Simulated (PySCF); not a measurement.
CH5NO2SW, SMILES C[N]=[W]([OH])([OH])=[S], multiplicity 1.

Coordinates come from a r2SCAN-D4/def2-SVP optimisation. The spin state was assumed, not searched. The def2 effective core potentials stand for the cores of W; spin–orbit coupling is left out. The values are those of a single conformer.

These are PySCF with CAM-B3LYP/def2-TZVP values and carry that method's errors.

Symmetry labels are those of the subgroup Cs that the program uses (full group Cs).

Computed valence orbital energies around the gap with their symmetry:
| orbital | symmetry | energy (eV) |
|---|---|---|
| HOMO−7 | A" | -12.66 |
| HOMO−6 | A' | -12.17 |
| HOMO−5 | A" | -11.30 |
| HOMO−4 | A' | -10.63 |
| HOMO−3 | A" | -9.76 |
| HOMO−2 | A' | -9.60 |
| HOMO−1 | A" | -8.54 |
| HOMO | A' | -8.14 |
| LUMO | A' | -0.38 |
| LUMO+1 | A" | -0.33 |
| LUMO+2 | A' | 0.40 |
| LUMO+3 | A" | 0.81 |
